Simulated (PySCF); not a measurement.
C4H5ClNSi (doublet state).
Cartesian coordinates in Å at the GFN2-xTB level; atoms count from 1:
```
atom  x, y, z in Å
C1     0.9688    0.4734   -1.2206
C2     0.7685    0.0372    0.2047
C3     1.6642    0.2053    1.1276
Cl4    1.8118   -0.1262    2.7466
Si5   -0.9218   -0.8321    0.5422
C6    -2.2051    0.4116    0.0101
N7    -2.9725    1.1913   -0.3325
H8     1.8910    1.0389   -1.3232
H9     1.0175   -0.3963   -1.8749
H10    0.1348    1.0940   -1.5447
H11   -1.0934   -1.0972    1.9666
H12   -1.0624   -2.0007   -0.3279
```

The hyperfine couplings belong to this conformer and change with its torsions.

The species is `C/C(=[C]/Cl)[SiH2]C#N` [radical].

Method: PySCF 2.14.0, UKS B3LYP, pcH-1 on C Cl H N Si, non-relativistic, mean-field spin-orbit, GIAO. The structure is a single GFN2-xTB conformer in the gas phase; no vibrational or solvent corrections. The geometry wasn't refined by DFT: couplings that depend on bond lengths, twists or pyramidal angles can differ widely from those at the functional's own minimum. The SCF solution wasn't tested for stability.

Task: Match the computed a_iso(13C) values +424.7, +47.0, +23.7, +1.3 MHz with the sites C1; C2; C3; C6.

Result: 
```csv
site,a_iso (MHz),ρ(0) (bohr⁻³),position,distance from C3 (Å),spin population,largest |T| (MHz)
C1,+47.0,+0.0418,2 bonds from C3,2.46,+0.03,6.8
C2,+23.7,+0.0212,1 bond from C3,1.30,-0.13,20.0
C3,+424.7,+0.3775,largest spin population,0.00,+0.86,123.1
C6,+1.3,+0.0012,3 bonds from C3,4.03,-0.01,1.3
```

Task: The isotropic 1H couplings, averaged over equivalent nuclei, are -6.8, +0.6 MHz. Assign them to H8/H9/H10; H11/H12.

Result: 
| site | a_iso (MHz) | ρ(0) (bohr⁻³) | position | distance from C3 (Å) | bound to | spin population there | largest \|T\| (MHz) |
| --- | --- | --- | --- | --- | --- | --- | --- |
| H8/H9/H10 | -6.8 | -0.0015 | 3 bonds from C3 | 2.98 | C1 | +0.03 | 5.7 |
| H11/H12 | +0.6 | +0.0001 | 3 bonds from C3, on Si5 of spin population +0.11 | 3.48 | Si5 | +0.11 | 2.8 |

ρ(0) is the spin density at the nucleus and T the dipolar tensor; a_iso includes a spin–orbit part; entries for several nuclei are means. The largest Mulliken spin populations are on C3 (+0.86), C2 (-0.13), Cl4 (+0.12) and Si5 (+0.11). No atom but C3 exceeds +0.15. The positive populations add up to 1.14 and the negative ones to -0.14, together 2S = 1.

Means are taken over nuclei equivalent by connectivity, which assumes that they swap fast. The three 1H nuclei of mean -6.8 MHz run from -9.9 to -2.3 MHz in the frozen geometry. The 1H value of +0.6 MHz is a mean of couplings from -3.0 to 4.2 MHz in this one geometry, not an average over conformers.
